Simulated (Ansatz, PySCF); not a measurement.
In(I)(Me)2 (C₂H₆IIn), SMILES [CH3][In]([CH3])[I]. Atoms are numbered in the order given.

```xyz
10

In    -0.9843     0.1653     0.4214
I      1.4749    -0.2732    -0.6555
C     -1.3251    -1.0676     2.1501
H     -1.2440    -2.1232     1.8526
H     -2.3136    -0.8841     2.5933
H     -0.5419    -0.8588     2.8932
C     -2.0785     1.6540    -0.6792
H     -3.0753     1.8268    -0.2508
H     -2.1770     1.3208    -1.7225
H     -1.5049     2.5922    -0.6706
```

Coordinates come from a PBE0-D3(BJ)/def2-SVP optimisation. The structure was generated by enumeration; whether it is a known compound was not checked. The def2 effective core potentials stand for the cores of I, In; spin–orbit coupling is left out.

Two levels are set side by side: PBE-D3(BJ)/def2-SVP (Ansatz, an electronic-structure program) and PBE0-D3(BJ)/def2-SVP (Ansatz). Each level has its own optimised geometry; the coordinates shown are those of the second. Frequencies come from the Hessian of PySCF at each geometry. Differences are taken from unrounded values.

| quantity | PBE0-D3(BJ) |
|---|---|
| mean bond length (Å) | 1.513 |
| bond In1–I2 (Å) | 2.720 |
| bond In1–C3 (Å) | 2.151 |
| bond In1–C7 (Å) | 2.151 |
| bond C3–H4 (Å) | 1.100 |
| bond C3–H5 (Å) | 1.099 |
| bond C3–H6 (Å) | 1.100 |
| bond C7–H8 (Å) | 1.099 |
| bond C7–H9 (Å) | 1.100 |
| bond C7–H10 (Å) | 1.100 |
| highest harmonic wavenumber (cm⁻¹) | 3195 |
| mean harmonic wavenumber (cm⁻¹) | 1307 |
| zero-point energy (kcal/mol) | 44.84 |

**Question.** What does PBE-D3(BJ) give, and how far is it from PBE0-D3(BJ)? (The exact figures need the calculation; the answer reports its results.)

**Answer.** 
| quantity | PBE-D3(BJ) | PBE-D3(BJ) minus PBE0-D3(BJ) |
|---|---|---|
| mean bond length (Å) | 1.526 | 0.013 |
| bond In1–I2 (Å) | 2.746 | 0.026 |
| bond In1–C3 (Å) | 2.172 | 0.021 |
| bond In1–C7 (Å) | 2.172 | 0.021 |
| bond C3–H4 (Å) | 1.107 | 0.008 |
| bond C3–H5 (Å) | 1.106 | 0.008 |
| bond C3–H6 (Å) | 1.107 | 0.007 |
| bond C7–H8 (Å) | 1.106 | 0.008 |
| bond C7–H9 (Å) | 1.107 | 0.007 |
| bond C7–H10 (Å) | 1.107 | 0.008 |
| highest harmonic wavenumber (cm⁻¹) | 3112 | -82 |
| mean harmonic wavenumber (cm⁻¹) | 1265 | -42 |
| zero-point energy (kcal/mol) | 43.39 | -1.44 |

Exact exchange shortens and stiffens bonds; PBE has none. Differences between two approximate levels are no errors against the true value.
